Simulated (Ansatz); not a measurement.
Species: C3HO, charge -1, multiplicity 1. It need not be the lowest isomer of its formula. Whether it binds its extra electron was not tested at this geometry. 
Structure (B3LYP-D3(BJ)/def2-TZVP (Ansatz, a quantum-chemistry and plane-wave program) minimum search):
SMILES: O=CC#[C-]
```xyz
5

C      1.5874     1.0025     0.7486
C      0.6000     0.3471     0.3607
C     -0.5172    -0.4525     0.0631
O     -1.1452    -0.5372    -0.9940
H     -0.8598    -1.0855     0.9176
```
Charge -1, spin multiplicity 1.

Basis-set convergence of Hartree-Fock and MP2 correlation energies (hartree) with Ansatz. Cores are frozen in the correlated levels unless marked. Spin-orbit coupling is left out. No relativistic terms. This anion needs diffuse functions, which these sets lack.

```json
[
 {"basis": "cc-pVDZ", "functions": "-", "E(HF)": "-188.96133", "E(corr, MP2)": "-0.55252"},
 {"basis": "cc-pVTZ", "functions": "134", "E(HF)": "(withheld)", "E(corr, MP2)": "(withheld)"}
]
```

Q: Fill in the missing entries.

A: 
- cc-pVTZ, E(HF): -189.01917
- cc-pVTZ, E(corr, MP2): -0.68487
